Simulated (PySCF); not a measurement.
# Dipole response of Re²⁺ (rhenium, charge +2)

[Xe] 4f14 5d5, high-spin 6S determinant. Calculation: PySCF 2.14, in def2-TZVPPD with the def2 core potential (60 electrons) (6s5p3d2f1g, 59 functions); scalar relativity through the core potential. Coupled (time-dependent) response in atomic units; α is the mean over directions.

```json
{"method": "UHF", "mean α (bohr³)": "10.33", "C₆ (like pair)": "63.51", "S(−4)": "33.38"}
{"method": "PBE", "mean α (bohr³)": "11.50", "C₆ (like pair)": "71.17", "S(−4)": "48.15"}
{"method": "PBE0", "mean α (bohr³)": "11.06", "C₆ (like pair)": "68.39", "S(−4)": "41.75"}
{"method": "LC-wPBE", "mean α (bohr³)": "11.05", "C₆ (like pair)": "68.46", "S(−4)": "41.42"}
```

S(−4) is the Cauchy moment in α(ω) = α(0) + S(−4) ω² + …

α(iu) at LC-wPBE:

| u (hartree) | α(iu) (bohr³) |
| --- | --- |
| 0 | 11.05 |
| 0.0500 | 10.95 |
| 0.100 | 10.66 |
| 0.200 | 9.750 |
| 0.300 | 8.718 |
| 0.500 | 6.972 |
| 0.750 | 5.427 |
| 1.00 | 4.320 |
| 1.50 | 2.870 |
| 2.00 | 2.012 |
| 3.00 | 1.121 |
| 5.00 | 0.4785 |

For an ion, C₆ is the dispersion term alone; charge-induced terms of lower order in 1/R come first.

Energies and moments cover only the electrons outside the core potential. Spin-orbit coupling, which splits the p, d and f shells strongly at this Z, is absent.
